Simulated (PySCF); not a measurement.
C3H4BrCl, singlet, geometry from GFN2-xTB; DF-PBE0/6-31G** in PySCF.

The PySCF input:
```python
from pyscf import gto, scf, dft

mol = gto.M(
    atom='''
C    -1.488617   -1.021008    0.252704
C    -0.228163   -0.264756    0.043276
Br   -0.430521    1.632557   -0.007827
C     0.998626   -0.741758   -0.109647
Cl    1.349892   -2.426057   -0.088476
H    -1.950816   -0.727350    1.195301
H    -1.287178   -2.088992    0.269130
H    -2.196367   -0.800455   -0.546544
H     1.863343   -0.114589   -0.257869
''',
    basis='6-31g**',
    charge=0,
    spin=0,
    verbose=4,
    max_memory=1800,
)

mf = dft.RKS(mol)
mf.xc = 'pbe0'
mf = mf.density_fit(auxbasis='def2-universal-jkfit')
mf.kernel()
```

Q: What does PySCF print? Leave out banner, timings and long lists.

A: 
```
PySCF version 2.14.0

[INPUT] verbose = 4
[INPUT] num. atoms = 9
[INPUT] num. electrons = 74
[INPUT] charge = 0
[INPUT] spin (= nelec alpha-beta = 2S) = 0
[INPUT] symmetry False subgroup None
[INPUT] Mole.unit = angstrom
[INPUT] Symbol           X                Y                Z      unit          X                Y                Z       unit  Magmom
[INPUT]  1 C     -1.488617000000  -1.021008000000   0.252704000000 AA   -2.813078434372  -1.929425490990   0.477541350582 Bohr   0.0
[INPUT]  2 C     -0.228163000000  -0.264756000000   0.043276000000 AA   -0.431165581759  -0.500316329835   0.081779787767 Bohr   0.0
[INPUT]  3 Br    -0.430521000000   1.632557000000  -0.007827000000 AA   -0.813566780874   3.085085612742  -0.014790886377 Bohr   0.0
[INPUT]  4 C      0.998626000000  -0.741758000000  -0.109647000000 AA    1.887129640870  -1.401719470705  -0.207202800380 Bohr   0.0
[INPUT]  5 Cl     1.349892000000  -2.426057000000  -0.088476000000 AA    2.550926177741  -4.584583292584  -0.167195408597 Bohr   0.0
[INPUT]  6 H     -1.950816000000  -0.727350000000   1.195301000000 AA   -3.686507959420  -1.374492296702   2.258791526419 Bohr   0.0
[INPUT]  7 H     -1.287178000000  -2.088992000000   0.269130000000 AA   -2.432413893565  -3.947622756407   0.508581991904 Bohr   0.0
[INPUT]  8 H     -2.196367000000  -0.800455000000  -0.546544000000 AA   -4.150532099033  -1.512640725039  -1.032818475024 Bohr   0.0
[INPUT]  9 H      1.863343000000  -0.114589000000  -0.257869000000 AA    3.521207946125  -0.216541826888  -0.487301786015 Bohr   0.0

nuclear repulsion = 369.379227923393
number of shells = 50
number of NR pGTOs = 255
number of NR cGTOs = 112
basis = 6-31g**
ecp = {}

******** <class 'pyscf.df.df_jk.DFRKS'> ********
method = DFRKS
initial guess = minao
damping factor = 0
level_shift factor = 0
DIIS = <class 'pyscf.scf.diis.CDIIS'>
diis_start_cycle = 1
diis_space = 8
diis_damp = 0
SCF conv_tol = 1e-09
SCF conv_tol_grad = None
SCF max_cycles = 50
direct_scf = False
XC library pyscf.dft.libxc version 7.1.2
    S. Lehtola, C. Steigemann, M. J. T. Oliveira, and M. A. L. Marques,  SoftwareX 7, 1–5 (2018)
XC functionals = pbe0
    C. Adamo and V. Barone,  J. Chem. Phys. 110, 6158 (1999)
    M. Ernzerhof and G. E. Scuseria,  J. Chem. Phys. 110, 5029 (1999)
radial grids:
    Treutler-Ahlrichs [JCP 102, 346 (1995); DOI:10.1063/1.469408] (M4) radial grids

becke partition: Becke, JCP 88, 2547 (1988); DOI:10.1063/1.454033
pruning grids: <function nwchem_prune>
grids dens level: 3
symmetrized grids: False
atomic radii adjust function: <function treutler_atomic_radii_adjust>
small_rho_cutoff = 0
Set gradient conv threshold to 3.16228e-05
Initial guess from minao.
tot grids = 120896
******** <class 'pyscf.df.df.DF'> ********
auxbasis = def2-universal-jkfit
init E= -3149.63704259887
  HOMO = -0.266160365396231  LUMO = -0.0657883007704774  gap/eV = 5.45240
cycle= 1 E= -3150.12813996529  delta_E= -0.491  |g|= 0.266  |ddm|= 3.01
  HOMO = -0.253535711741782  LUMO = -0.0108430826536651  gap/eV = 6.60400
cycle= 2 E= -3150.13163110385  delta_E= -0.00349  |g|= 0.241  |ddm|= 0.56
  HOMO = -0.251834004870472  LUMO = -0.00446638035146574  gap/eV = 6.73122
cycle= 3 E= -3150.1458646656  delta_E= -0.0142  |g|= 0.0559  |ddm|= 0.305
  HOMO = -0.259466496156738  LUMO = -0.0119582132637248  gap/eV = 6.73504
cycle= 4 E= -3150.1465598077  delta_E= -0.000695  |g|= 0.0203  |ddm|= 0.0753
  HOMO = -0.258511337463833  LUMO = -0.0105654232840031  gap/eV = 6.74695
cycle= 5 E= -3150.14665927616  delta_E= -9.95e-05  |g|= 0.00647  |ddm|= 0.0257
  HOMO = -0.258094578264036  LUMO = -0.0102951612408528  gap/eV = 6.74297
cycle= 6 E= -3150.1466688384  delta_E= -9.56e-06  |g|= 0.00253  |ddm|= 0.00816
  HOMO = -0.258193841487005  LUMO = -0.010261641688035  gap/eV = 6.74658
cycle= 7 E= -3150.14667051045  delta_E= -1.67e-06  |g|= 0.000374  |ddm|= 0.00295
  HOMO = -0.258214645591825  LUMO = -0.0103029306935882  gap/eV = 6.74602
cycle= 8 E= -3150.14667054538  delta_E= -3.49e-08  |g|= 9.43e-05  |ddm|= 0.000603
  HOMO = -0.258207259278458  LUMO = -0.010295476217105  gap/eV = 6.74602
cycle= 9 E= -3150.14667054644  delta_E= -1.06e-09  |g|= 1.07e-05  |ddm|= 9.15e-05
  HOMO = -0.2582071272127  LUMO = -0.0102957774325994  gap/eV = 6.74601
cycle= 10 E= -3150.14667054644  delta_E= -9.09e-13  |g|= 3.52e-06  |ddm|= 2.06e-05
  HOMO = -0.258206942362577  LUMO = -0.0102951392679893  gap/eV = 6.74602
Extra cycle  E= -3150.14667054644  delta_E= -1.82e-12  |g|= 3.87e-06  |ddm|= 1.21e-05
converged SCF energy = -3150.14667054644
```
